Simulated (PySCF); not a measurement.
C4H12Si, SMILES CC[SiH2]CC, GFN2-xTB optimised geometry.

```
17

C      1.98    -1.88     0.01
C      1.40    -0.47     0.00
Si    -0.50    -0.47     0.00
C     -1.14     1.32     0.00
C     -2.66     1.40     0.00
H      3.07    -1.86     0.01
H      1.65    -2.43     0.89
H      1.65    -2.43    -0.87
H      1.77     0.06    -0.88
H      1.77     0.07     0.87
H     -1.00    -1.17    -1.19
H     -1.00    -1.17     1.20
H     -0.76     1.85     0.87
H     -0.76     1.85    -0.87
H     -3.07     0.91     0.88
H     -3.00     2.43     0.00
H     -3.07     0.91    -0.88
```

Density from PBE/def2-SVP (PySCF) at that geometry.

Minimum of the electron density along straight lines between bonded atoms, close to the bond critical point (lines longer than 1.1 times the sum of covalent radii, or with two minima, are not listed):

```json
[
 {"bond": "C1–C2", "length / Å": "1.523", "ρ at the minimum / e bohr⁻³": "0.238", "∇²ρ there / e bohr⁻⁵": "-0.50", "position (fraction from the first atom)": "0.50"},
 {"bond": "C2–Si3", "length / Å": "1.903", "ρ at the minimum / e bohr⁻³": "0.111", "∇²ρ there / e bohr⁻⁵": "0.29", "position (fraction from the first atom)": "0.62"},
 {"bond": "Si3–C4", "length / Å": "1.903", "ρ at the minimum / e bohr⁻³": "0.111", "∇²ρ there / e bohr⁻⁵": "0.29", "position (fraction from the first atom)": "0.38"},
 {"bond": "C4–C5", "length / Å": "1.523", "ρ at the minimum / e bohr⁻³": "0.238", "∇²ρ there / e bohr⁻⁵": "-0.50", "position (fraction from the first atom)": "0.50"},
 {"bond": "C1–H6", "length / Å": "1.089", "ρ at the minimum / e bohr⁻³": "0.273", "∇²ρ there / e bohr⁻⁵": "-0.98", "position (fraction from the first atom)": "0.63"},
 {"bond": "C1–H7", "length / Å": "1.087", "ρ at the minimum / e bohr⁻³": "0.275", "∇²ρ there / e bohr⁻⁵": "-0.99", "position (fraction from the first atom)": "0.63"},
 {"bond": "C1–H8", "length / Å": "1.087", "ρ at the minimum / e bohr⁻³": "0.275", "∇²ρ there / e bohr⁻⁵": "-0.99", "position (fraction from the first atom)": "0.63"},
 {"bond": "C2–H9", "length / Å": "1.092", "ρ at the minimum / e bohr⁻³": "0.269", "∇²ρ there / e bohr⁻⁵": "-0.93", "position (fraction from the first atom)": "0.62"},
 {"bond": "C2–H10", "length / Å": "1.092", "ρ at the minimum / e bohr⁻³": "0.269", "∇²ρ there / e bohr⁻⁵": "-0.93", "position (fraction from the first atom)": "0.62"},
 {"bond": "Si3–H11", "length / Å": "1.471", "ρ at the minimum / e bohr⁻³": "0.115", "∇²ρ there / e bohr⁻⁵": "0.31", "position (fraction from the first atom)": "0.49"},
 {"bond": "Si3–H12", "length / Å": "1.471", "ρ at the minimum / e bohr⁻³": "0.115", "∇²ρ there / e bohr⁻⁵": "0.31", "position (fraction from the first atom)": "0.49"},
 {"bond": "C4–H13", "length / Å": "1.092", "ρ at the minimum / e bohr⁻³": "0.269", "∇²ρ there / e bohr⁻⁵": "-0.93", "position (fraction from the first atom)": "0.62"},
 {"bond": "C4–H14", "length / Å": "1.092", "ρ at the minimum / e bohr⁻³": "0.269", "∇²ρ there / e bohr⁻⁵": "-0.93", "position (fraction from the first atom)": "0.62"},
 {"bond": "C5–H15", "length / Å": "1.087", "ρ at the minimum / e bohr⁻³": "0.275", "∇²ρ there / e bohr⁻⁵": "-0.99", "position (fraction from the first atom)": "0.63"},
 {"bond": "C5–H16", "length / Å": "1.089", "ρ at the minimum / e bohr⁻³": "0.273", "∇²ρ there / e bohr⁻⁵": "-0.98", "position (fraction from the first atom)": "0.63"},
 {"bond": "C5–H17", "length / Å": "1.087", "ρ at the minimum / e bohr⁻³": "0.275", "∇²ρ there / e bohr⁻⁵": "-0.99", "position (fraction from the first atom)": "0.63"}
]
```
